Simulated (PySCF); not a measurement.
Spin-rotation constants: `O=C[NH][GeH2][C](=C)C`, C4H9GeNO

Cartesian coordinates in Å; atom numbers follow the order of the lines, from 1:
```xyz
16

C    -0.716    0.663    1.750
C    -0.883    0.270    0.497
C    -1.770    0.972   -0.475
Ge    0.101   -1.307   -0.160
N     1.894   -0.885   -0.524
C     1.998   -0.005   -1.519
O     1.005    0.415   -2.076
H    -1.218    1.531    2.151
H    -0.069    0.130    2.431
H    -2.241    1.844   -0.027
H    -1.184    1.278   -1.339
H    -2.544    0.291   -0.830
H    -0.430   -1.944   -1.411
H     0.312   -2.344    0.923
H     2.722   -1.214   -0.055
H     3.015    0.312   -1.805
```

Level of theory: PySCF 2.14.0, GIAO KT3/pcSseg-1 magnetisability, rotational g tensor and spin-rotation constants, non-relativistic, gas phase. Geometry: GFN2-xTB.

The calculation is non-relativistic, which matters for the atoms heavier than Zn.

Problem. Give the nuclear spin-rotation constants along the inertial axes (H = +C I·J) beside the isotropic shieldings.

Solution. Rotational constants 2.4621, 1.5084, 1.2119 GHz. A star marks the isotopologue with that one atom substituted, in its own axes.
```tsv
atom	isotope	Caa (kHz)	Cbb (kHz)	Ccc (kHz)	mean (kHz)	σ (ppm)
N5	14N	0.224	0.095	0.126	0.148	131.2
H8	1H	0.049	-0.076	-0.100	-0.042	25.9
H9	1H	-0.214	0.018	-0.057	-0.084	26.4
H10	1H	-0.046	-0.104	-0.113	-0.087	29.9
H11	1H	-0.046	-0.054	-0.121	-0.074	28.5
H12	1H	-0.249	-0.144	0.025	-0.123	29.6
H13	1H	-0.182	-0.135	0.045	-0.091	26.7
H14	1H	-0.221	0.053	-0.101	-0.090	27.5
H15	1H	-0.172	-0.087	-0.043	-0.101	27.0
H16	1H	0.067	-0.095	-0.045	-0.024	23.4
C1	13C*	0.761	0.506	0.305	0.524	65.0
C2	13C*	0.835	0.557	0.378	0.590	39.4
C3	13C*	0.419	0.223	0.202	0.281	155.8
Ge4	73Ge*	-0.656	-0.438	-0.336	-0.476	1457.6
C6	13C*	0.925	0.573	0.357	0.618	30.2
O7	17O*	-0.856	-0.756	-0.354	-0.655	-67.1
```
For the geometry as given, no vibrational averaging.

Problem. How do the rotational constants and the g tensor change when H8, H9, H10, H11, H12, H13, H14, H15, H16 are replaced by deuterium?

Solution. Constants 2.1090, 1.2983, 1.0661 GHz; g -0.0249, -0.0111, -0.0113, against -0.0282, -0.0131, -0.0131 before.
